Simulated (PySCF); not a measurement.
`[SiH3]N[SiH2]SC`, CH₉NSSi₂

Geometry:
```
atom   x (Å)   y (Å)   z (Å)
  C1  -3.110  -0.044   0.234
  S2  -1.660  -0.770  -0.582
 Si3  -0.128   0.196   0.560
  N4   1.338  -0.325  -0.162
 Si5   2.960  -0.008   0.360
  H6  -3.096  -0.294   1.290
  H7  -3.101   1.033   0.101
  H8  -3.989  -0.471  -0.237
  H9  -0.300   1.644   0.442
 H10  -0.268  -0.220   1.956
 H11   1.242  -0.995  -0.909
 H12   3.436  -1.074   1.246
 H13   2.893   1.258   1.084
 H14   3.783   0.068  -0.845
```

The calculation used GIAO LC-wPBE/6-31++G** magnetisability, rotational g tensor and spin-rotation constants, non-relativistic, gas phase (PySCF 2.14.0). Geometry: GFN2-xTB.

Task: Give the nuclear spin-rotation constants along the inertial axes (H = +C I·J) beside the isotropic shieldings.

Result: Rotational constants 9.7690, 0.9024, 0.8468 GHz. A star marks the isotopologue with that one atom substituted, in its own axes.
| atom | isotope | Caa (kHz) | Cbb (kHz) | Ccc (kHz) | mean (kHz) | σ (ppm) |
| --- | --- | --- | --- | --- | --- | --- |
| N4 | 14N | 0.251 | 0.010 | 0.019 | 0.093 | 280.9 |
| H6 | 1H | -0.961 | -0.060 | -0.024 | -0.349 | 30.1 |
| H7 | 1H | -0.962 | -0.068 | -0.016 | -0.349 | 30.0 |
| H8 | 1H | -0.061 | -0.070 | -0.092 | -0.074 | 29.9 |
| H9 | 1H | -0.793 | -0.039 | -0.002 | -0.278 | 26.9 |
| H10 | 1H | -0.797 | -0.043 | 0.002 | -0.279 | 26.8 |
| H11 | 1H | -1.077 | -0.007 | -0.120 | -0.401 | 32.4 |
| H12 | 1H | -0.772 | -0.078 | 0.029 | -0.274 | 27.1 |
| H13 | 1H | -0.854 | 0.028 | -0.069 | -0.298 | 27.3 |
| H14 | 1H | -0.622 | -0.021 | -0.040 | -0.228 | 27.2 |
| C1 | 13C* | 1.041 | 0.088 | 0.085 | 0.405 | 194.1 |
| S2 | 33S* | 0.694 | 0.136 | 0.154 | 0.328 | 761.8 |
| Si3 | 29Si* | -4.849 | -0.528 | -0.463 | -1.947 | 423.8 |
| Si5 | 29Si* | -4.698 | -0.491 | -0.444 | -1.878 | 442.9 |

For the geometry as given, no vibrational averaging.
